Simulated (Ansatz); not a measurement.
Ansatz results at the PBE0-D4/def2-TZVP geometry: ideal-gas entropy at 298 K and 1 bar (rigid rotor, harmonic PBE0-D4/def2-TZVP) 354 J/(mol·K); size of the dipole moment (B3LYP/def2-TZVPP) 4.82 D; HOMO energy (PBE/def2-TZVPP) -6.74 eV.

Each molecule was computed in one conformer, which needn't be the lowest.

Question: Which molecule gave them?
A. `[BH3-][P+](F)(F)F`
B. `[OH][Cu-][P+](F)(F)F`
C. `[F][Cu-][P+](F)(F)F`
D. `O=C(F)c1ccccc1`

Answer: C. The others give `[BH3-][P+](F)(F)F`: 315, 1.62, -8.32; `[OH][Cu-][P+](F)(F)F`: 383, 3.39, -5.71; `O=C(F)c1ccccc1`: 352, 3.94, -6.97.

B3LYP here is the variant with VWN-RPA as its local correlation; programs differ in this.
